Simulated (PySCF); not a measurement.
# Worked example: entropy of an ideal gas

YOCl, SMILES [O]=[Y][Cl].

The structure is a stationary point at PBE0-D3(BJ)/def2-TZVP. The def2 effective core potentials stand for the cores of Y; spin–orbit coupling is left out.

PBE0-D3(BJ)/def2-TZVP (PySCF) gives the harmonic wavenumbers 131, 335, 876 cm⁻¹ and the rotational temperatures 0.8610, 0.1210, 0.1061 K. The molar mass is 140.35 g/mol, the symmetry number 1, the spin multiplicity 1.

Q: Work out the entropy at 298.15 K and 1 atm in the rigid-rotor, harmonic-oscillator model.

A: 
Translation (Sackur–Tetrode at 1 atm): S = R[1.5 ln M + 2.5 ln T − 1.16487] = 170.4 J/(mol K).
Rotation: q = (√π/σ) T^1.5/√(θA θB θC) = 86800, S = R[ln q + 3/2] = 107.0 J/(mol K).
Vibration: with u = 1.4388 ν/T, each mode gives R[u/(e^u − 1) − ln(1 − e^−u)]:
| ν (cm⁻¹) | modes | u | S (J/(mol K)) |
|---|---|---|---|
| 131 | 1 | 0.63 | 12.26 |
| 335 | 1 | 1.62 | 5.17 |
| 876 | 1 | 4.23 | 0.64 |
These are all the modes. Sum 18.1 J/(mol K).
Spin: R ln 1 = 0.0 J/(mol K).
Total 295.5 J/(mol K); the program's own thermochemistry gives 295.5. Translation makes up 58 % and vibration 6 %. Anharmonicity, hindered rotation and orbital degeneracy are left out.
